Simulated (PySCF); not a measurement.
Diatomics with 68 electrons

CCSD(T) in PySCF with x2c-SVPall on every atom, spin-free X2C, for the lowest determinant that a PBE0 search found; no spin–orbit coupling. All have 68 electrons, 12 of them in the valence shells, and the same state, a triplet (π ↑↑). For ions De leads to the atom and ion picked by measured ionisation energies and electron affinities.

```csv
species,difference of nuclear charges,Re (Å),ωe (cm⁻¹),k (mdyn/Å),De (eV),dissociates to
SbCl,34,2.395,359,2.06,2.40,Sb + Cl
TeS,36,2.275,450,3.07,2.80,Te + S
PI,38,2.441,342,1.71,1.79,P + I
SeBr⁺,1,2.215,354,2.93,2.23,Se⁺ + Br
```

Correlated steps freeze the inner cores (18 to 23 orbitals); shallow outer-core shells are correlated. Correlated levels converge slowly with the basis: in double zeta they bind strong bonds too weakly, by up to about 1 eV, and carry superposition errors of some tenths. Spin–orbit coupling is left out, which matters for elements this heavy, above all for dissociation energies. For an ion De counts to the pair picked by the measured ionisation energies or electron affinities, which need not be the lowest pair at this level. States were picked by a PBE0 search and need not be the measured ground states.
